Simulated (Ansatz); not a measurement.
`O[SiH](F)NBS` + H₂ → `O[SiH2]F` + `NBS`  (hydrogenolysis of the Si–N bond)

Computed with Ansatz on PBE0-D4/def2-TZVP structures; ΔE is electronic, products minus reactants. CBS: MP2 limit from def2 TZ/QZ plus the TZ coupled-cluster correction, frozen cores. This one scheme is used for every species. DFT in def2-TZVPP. B3LYP here is the variant with VWN-RPA as its local correlation; programs differ in this. Each species was taken in one conformer, which may not be the lowest.

**Question.** Is it downhill or uphill in electronic energy at CCSD(T)/CBS, and by how much? (Best estimate.)

**Answer.** The calculation gave: Uphill: ΔE = +51.9 kJ/mol.

**Question.** What do these levels give: B3LYP-D4, r2SCANh-D4, r2SCAN0-D4, ωB97M-V, PBE-QIDH, MP2/CBS(def2)? (Best estimate.)

**Answer.** Computed: B3LYP-D4 50.1, r2SCANh-D4 53.4, r2SCAN0-D4 52.5, ωB97M-V 50.4, PBE-QIDH 47.9, MP2/CBS(def2) 56.6 kJ/mol.

**Question.** What do rigid-rotor, harmonic-oscillator terms from PBE0-D4/def2-TZVP frequencies (298.15 K, 1 bar) make of the CCSD(T)/CBS value? (An estimate is asked.)

**Answer.** Computed: ΔZPE = +18.8 kJ/mol, ΔH = +65.0 kJ/mol, ΔS = 40 J/(mol·K), ΔG = +52.9 kJ/mol. Modes under 50 cm⁻¹ make the entropy rough.

Largest T1 diagnostic among the species: 0.012.

The D4 term adds +13.2 kJ/mol with B3LYP and +7.4 kJ/mol with PBE0; it sums over pairs of atoms, weighted by their polarisabilities, and B3LYP, whose exchange is more repulsive, gets the larger term. Leaving LDA and LC-ωPBE aside and taking each functional with its dispersion term where it has one, the values, not all of them listed here, spread over 9.4 kJ/mol, from B2PLYP to r2SCAN-D4. LDA lies +9.9 kJ/mol from PBE without D4.
